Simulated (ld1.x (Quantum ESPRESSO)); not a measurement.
**cadmium (Cd), TM: configuration errors across variants**

- Element: Cd
- Generator: ld1.x (Quantum ESPRESSO) 7.5
- Type: norm-conserving Troullier–Martins (Kleinman–Bylander form)
- Functional: PBEsol
- Relativity: fully relativistic
- Frozen core: [Kr]
- Valence charge: 12
- Reference configuration: 4d10 5s1.75 5p0.25
- Partial waves: 5s (bound): rc 2.40 bohr; 4d (bound): rc 1.75 bohr; 5p (bound): rc 2.25 bohr
- Local potential: the p channel
- Core correction: none

Open shells are filled in proportion to 2j + 1 (rel_dist='average').

All-electron excitation energies from the reference (eV): (1) 4d10 5s2 5p0 -1.148; (2) 4d10 5s1 5p0 8.162; (3) 4d10 5s0 5p0 25.259; (4) 4d10 5s1.5 5p0 2.584; (5) 4d10 5s0 5p2 8.603; (6) 4d10 5s0 5p1 14.000; (7) 4d9 5s2 5p0 16.828.

A true bound ghost makes a file unfit for plane-wave use even where its test errors are small: the radial tests pick states by their node count and pass the ghost by.

Errors AE − PS in meV (a dash: test not solved or not reliable):

| change | (1) | (2) | (3) | (4) | (5) | (6) | (7) | bound ghosts |
| --- | --- | --- | --- | --- | --- | --- | --- | --- |
| base | +1.9 | +20 | +0.4 | +5.0 | -12 | -5.1 | +587 | s |
| wave 5p (bound): rc 2.25 bohr becomes 5p (bound): rc 1.48 bohr | +4.6 | +22 | +47 | +13 | -129 | -117 | -106 | s |
| wave 5p (bound): rc 2.25 bohr becomes 5p (bound): rc 1.68 bohr | +5.1 | +13 | +26 | +8.9 | -67 | -33 | -142 | s |
| wave 5p (bound): rc 2.25 bohr becomes 5p (bound): rc 1.86 bohr | +3.3 | +6.2 | +13 | +5.0 | -36 | -18 | -179 | s |
| wave 5p (bound): rc 2.25 bohr becomes 5p (bound): rc 2.36 bohr | +1.3 | +3.0 | -1.0 | +1.7 | -11 | -4.6 | -104 | none |
| wave 5p (bound): rc 2.25 bohr becomes 5p (bound): rc 2.50 bohr | +1.1 | – | -1.7 | +1.3 | -10 | -4.8 | -140 | none |
| wave 5p (bound): rc 2.25 bohr becomes 5p (bound): rc 2.76 bohr | – | +1.4 | -1.8 | +1.3 | -10 | -4.8 | -144 | none |
| wave 5p (bound): rc 2.25 bohr becomes 5p (bound): rc 2.88 bohr | +1.1 | +1.8 | -2.0 | +1.3 | -9.4 | -3.9 | -134 | none |
| wave 5p (bound): rc 2.25 bohr becomes 5p (bound): rc 3.16 bohr | +1.2 | +3.9 | -2.8 | +1.8 | -4.8 | +1.0 | -77 | none |
| wave 5p (bound): rc 2.25 bohr becomes 5p (bound): rc 3.32 bohr | +1.3 | +6.6 | -3.9 | +2.2 | -1.0 | +5.1 | +3.1 | none |

Q: Give the same row for: wave 5p (bound): rc 2.25 bohr becomes 5p (bound): rc 2.06 bohr.

A: +2.0, +1.0, +4.6, +2.4, -19, -8.4, -240; bound ghosts: s.
